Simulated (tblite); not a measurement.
A tight-binding relaxation on `C#C[C@@H]1C[C@H]1[Si@@H](Br)O[SiH3]`.

Computed with GFN2-xTB geometry optimisation, gas phase (tblite 0.8.0). Start geometry: from a force field or distance geometry. The command runs a driver script over a list of jobs; the input below is this job's line of settings and its coordinates in Å.

Command:
```bash
OMP_NUM_THREADS=1 python probes_run.py task.json out
```

Input:
```
{"job": {"kind": "relax", "xc": "GFN2-xTB", "basis": "xTB"}, "charge": 0, "multiplicity": 1}
C      4.108000    -1.051300     0.635600
C      2.973800    -0.953600     0.191500
C      1.613200    -0.825800    -0.333800
C      1.356000     0.484000    -1.115600
C      0.810300     0.272200     0.306300
Si    -1.030400     0.183500     0.463200
Br    -1.925600     1.995700    -0.579500
O     -1.737400    -1.184300    -0.221300
Si    -3.427900    -1.059400     0.060500
H      5.082200    -1.114400     1.019900
H      1.133400    -1.695100    -0.801500
H      0.652900     0.429400    -1.965200
H      2.277400     1.093200    -1.200100
H      1.318300     0.938100     1.057400
H     -1.389700     0.178500     1.911200
H     -4.164700    -0.536600    -1.092500
H     -4.061900    -2.301200     0.468400
H     -3.596600    -0.111400     1.183900
```

Output:
```
step      E/eV     max force
  0    -732.84974    2.572
  1    -733.00046    5.081
  2    -733.23069    1.495
  3    -733.33426    0.713
  4    -733.39941    0.545
  5    -733.44788    0.569
  6    -733.50292    0.589
  7    -733.53726    0.522
  8    -733.56688    0.435
  9    -733.58915    0.423
... (150 lines left out)
160    -734.01766    0.066
161    -734.01841    0.055
162    -734.01893    0.044
163    -734.01922    0.033
164    -734.01936    0.043
165    -734.01948    0.025
166    -734.01953    0.028
167    -734.01957    0.015
168    -734.01959    0.011
169    -734.01960    0.009
```

«max force» is the largest atomic force in eV/Å.

Q: From which step on does the largest force stay under 0.1 eV/Å, and how much energy is left to gain from there?

A: From step 100 (0.038 eV/Å), 11.0 meV above the end.

Main results: energy lowered by 27.0 kcal/mol over 169 steps; largest atomic force 0.009 eV/Å at the end.

Q: Where do the atoms end?

A: 1.078 Å rms from the input after alignment:
```
atom  x, y, z in Å
C1     3.8112   -1.2633    0.4686
C2     2.6420   -1.0810    0.2811
C3     1.2544   -0.8277    0.0665
C4     0.8148   -0.0866   -1.1599
C5     0.7508    0.5982    0.1756
Si6   -0.8910    0.8994    1.0221
Br7   -1.6787    2.8551    0.3563
O8    -1.9663   -0.2137    0.5889
Si9   -2.9113   -1.1211   -0.3816
H10    4.8329   -1.4371    0.6276
H11    0.6017   -1.6139    0.4312
H12   -0.1088   -0.3986   -1.6278
H13    1.5731    0.2374   -1.8580
H14    1.5219    1.3408    0.3509
H15   -0.8693    0.8897    2.4721
H16   -2.9318   -0.4926   -1.7002
H17   -2.2467   -2.4227   -0.4059
H18   -4.2077   -1.1207    0.2810
```

Q: Estimate the wall time. Hardware: one thread of an Arm Neoverse N1, shared host with 64 logical CPUs at a one-minute load of 58.

A: About 3.3 s.
Labels such as C1 count atoms from 1, the log's own numbers from 0.
